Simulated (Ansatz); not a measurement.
Consider the ligand exchange at the Si–C bond: `N[SiH2]CBS` + `[AlH2][SH]` → `N[SiH2][S][AlH2]` + `CBS`.

Gas-phase electronic energies from Ansatz, PBE0-D4/def2-TZVP geometries. CCSD(T)/CBS adds triple-zeta CCSD(T) − MP2 to the extrapolated MP2 energy (def2 sets, frozen cores). This one scheme is used for every species. DFT in def2-TZVPP. B3LYP here is the variant with VWN-RPA as its local correlation; programs differ in this. One conformer a species, not always the lowest.

| level | ΔE (kcal/mol) |
| --- | --- |
| B3LYP-D4 | -13.4 |
| ωB97X-V | -13.4 |
| PBE0 | -14.3 |
| B3LYP | -14.1 |
| CCSD/def2-TZVPP | -12.8 |
| MP2/def2-QZVPP | -14.0 |
| SCS-MP2/def2-QZVPP | -13.9 |
| MP2/CBS(def2) | -14.3 |

(1) What does CCSD(T)/CBS give? (Best estimate.)

Largest T1 diagnostic among the species: 0.013.

## Answers

(1) Ansatz gave: -13.6 kcal/mol. The listed levels differ from it by 0.2, 0.2, -0.7, -0.5, 0.8, -0.4, -0.3, -0.7 kcal/mol.

In def2-TZVPP, CCSD(T) changes the Hartree–Fock value by +2.4 kcal/mol (the triples alone add +0.1 kcal/mol) and MP2 by +1.7 kcal/mol.
